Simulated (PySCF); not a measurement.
Orbital energies and ionisation energy

Species: C3H6F3GeO2P.
Geometry (PBE0-D3(BJ)/def2-SVP, Å), atoms numbered from 1 in this order:
```xyz
16
C3H6F3GeO2P angstrom
F     -0.5144    1.2256    1.3032
C     -1.5951    0.5857    0.8330
F     -2.1876   -0.0178    1.8685
F     -2.4326    1.5037    0.3639
C     -1.2180   -0.4284   -0.2406
C     -0.2853   -1.5354    0.2964
O      1.0524   -1.1225    0.1763
Ge     1.1997    0.0876   -1.1385
P      2.2487    2.0244   -0.4618
O     -0.5934    0.2333   -1.2995
H     -2.1684   -0.8701   -0.5858
H     -0.5091   -1.7581    1.3514
H     -0.4642   -2.4565   -0.2890
H      1.7485   -0.4967   -2.4531
H      2.1702    1.6329    0.9069
H      3.5352    1.4321   -0.6609
```

Level: PBE0/def2-SVPD (PySCF). Frontier orbitals with their largest atomic shares (Löwdin; up to four atoms above 4 %):

```json
{"orbital": "HOMO−3", "ε (eV)": "-9.36", "main atoms": "O10 19 %, O7 18 %, C5 15 %, C6 15 %"}
{"orbital": "HOMO−2", "ε (eV)": "-8.78", "main atoms": "P9 33 %, O7 18 %, O10 12 %, Ge8 8 %"}
{"orbital": "HOMO−1", "ε (eV)": "-8.35", "main atoms": "O10 35 %, O7 19 %, C5 8 %, C6 7 %"}
{"orbital": "HOMO", "ε (eV)": "-7.86", "main atoms": "?"}
{"orbital": "LUMO", "ε (eV)": "-0.53", "main atoms": "P9 35 %, Ge8 30 %, H14 11 %, O7 11 %"}
{"orbital": "LUMO+1", "ε (eV)": "-0.24", "main atoms": "P9 29 %, Ge8 28 %, H14 16 %, H15 7 %"}
{"orbital": "LUMO+2", "ε (eV)": "0.14", "main atoms": "P9 30 %, Ge8 21 %, H16 14 %, O10 12 %"}
```

**Question.** What vertical ionisation energy does ΔSCF give, and how far is −ε(HOMO) from it?

**Answer.** ΔSCF: 9.66 eV (932 kJ/mol; threshold wavelength 128 nm); ⟨S²⟩ of the doublet left behind is 0.763, against 0.75 for a pure doublet. −ε(HOMO) is 7.86 eV, 1.80 eV below it. For the exact functional −ε(HOMO) would equal the first vertical ionisation energy; PBE0 (global hybrid, 25 % exact exchange) falls short of its own ΔSCF value by 19 %.

**Question.** On which atoms does the HOMO lie?

**Answer.** P9 (three-coordinate phosphorus) 39 %, O7 (oxygen bonded to C and Ge) 26 %, Ge8 (germanium bonded to 2 O, P and H) 12 %, H14 (Ge–H hydrogen) 6 %. The HOMO−1 lies 0.49 eV lower.

**Question.** What kinetic energy would electrons from this vertical process carry with 118.2 nm light (10.49 eV)?

**Answer.** 10.49 − 9.66 = 0.83 eV.

**Question.** How many of the 10 lowest singlet excitations (vertical TDDFT, same level) lie below the ionisation energy?

**Answer.** All 10; they run from 6.14 to 7.51 eV.

**Question.** Shift the occupied levels rigidly so that −ε(HOMO) equals the ΔSCF value. What binding energies result?

**Answer.** The shift is +1.80 eV: HOMO 9.66, HOMO−1 10.15, HOMO−2 10.58, HOMO−3 11.16 eV. A rigid shift is only a rough guide to the deeper ionisations.

One conformer (not necessarily the lowest) at the PBE0-D3(BJ)/def2-SVP geometry, without solvent, vibrations or thermal averaging. The calculation is non-relativistic, for germanium too.

These values come from a run that also computed excited states and ΔSCF ions. Time: 12 min of wall time. Hardware: x86-64 server, one thread, on a shared host.
